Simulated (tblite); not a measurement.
Compound: C4H8O3Si.
Z-matrix (Å and degrees, GFN2-xTB geometry), rows numbered from 1:
```
C 
O   1  1.4044
C   2  1.4130  1  113.43
Si  3  1.9175  2  111.14  1    71.42
C   4  1.9359  3  117.54  2  -176.12
O   5  1.4405  4   92.45  3   116.38
C   6  1.3487  5  103.96  4    -1.59
O   7  1.1962  4  139.93  3    69.54
H   1  1.0974  2  111.60  3   -60.57
H   1  1.0967  2  111.16  3    60.78
H   1  1.0880  2  106.48  3   179.91
H   3  1.0923  2  105.05  1  -169.80
H   3  1.0999  2  110.15  1   -54.18
H   4  1.4614  3  112.01  2    46.91
H   5  1.0909  4  119.05  3     3.06
H   5  1.0895  4  117.34  3  -130.84
```

Method: GFN2-xTB as coded in tblite; computed harmonic values from a numerical Hessian at the method's own geometry, unscaled. This tight-binding method is rough: wavenumbers can miss measured ones by several per cent, in bad cases by 10 to 20. Modes of hydrogen on silicon can be 10 to 20 % off. One conformer, not necessarily the lowest.

Harmonic wavenumbers (cm⁻¹): 34.0, 72.5, 84.7, 125.9, 180.5, 210.3, 269.7, 370.5, 421.4, 469.2, 508.1, 564.9, 624.0, 642.4, 693.7, 736.4, 781.9, 801.9, 954.1, 1015.6, 1054.8, 1097.6, 1127.2, 1132.6, 1136.2, 1220.7, 1243.2, 1267.2, 1409.4, 1436.4, 1465.5, 1466.5, 1484.6, 1801.1, 2281.0, 2851.1, 2896.5, 2921.3, 2961.3, 2964.9, 2985.5, 3032.6.

A = 2933, B = 1123, C = 875.8 MHz; mass 132.024 u (most abundant isotopes); point group C1, symmetry number 1.

Task: What is the zero-point energy?

Result: ½Σν̃ = 25399 cm⁻¹ = 72.62 kcal/mol.

Task: Give the ideal-gas entropy at 200 K and 1 bar in the rigid-rotor, harmonic-oscillator model (classical rotation).

Result: Translation 38.59, rotation 27.91, vibration 19.46: S = 86.0 cal/(mol K).

Task: And Cp and H(200 K) − H(0)?

Result: Cp = 27.17 cal/(mol K), of which vibrations give 19.22 (their classical limit is 42 R = 83.5); H(200 K) − H(0) = 3.61 kcal/mol without the zero-point energy, 2.02 from vibrations.

Task: What must be added to the electronic energy to get the Gibbs energy at 200 K and 1 bar?

Result: ZPE + [H(200 K) − H(0)] − T·S = 72.62 + 3.61 − 17.19 = 59.04 kcal/mol.

Task: Which modes carry the vibrational entropy at 200 K?

Result: 34.0 cm⁻¹: 4.79; 72.5 cm⁻¹: 3.30; 84.7 cm⁻¹: 3.00; 125.9 cm⁻¹: 2.25; 180.5 cm⁻¹: 1.60; 210.3 cm⁻¹: 1.34 cal/(mol K); the other 36 give 3.16 together.

Task: Blend soft modes into free rotors: weight 1/[1 + (100 cm⁻¹/ν̃)⁴] for the oscillator and the rest for a rotor with moment μB/(μ + B), μ = h/(8π²ν), B = 10⁻⁴⁴ kg m². What vibrational entropy results?

Result: 17.60 cal/(mol K) in place of 19.46, which changes −T·S at 200 K by +0.37 kcal/mol.

Hindered rotation and anharmonicity are outside this model. Other conformers, if any are populated, would add a mixing term that is left out. The structure is chiral; the term R ln 2 for an equal mix with its mirror image is left out.
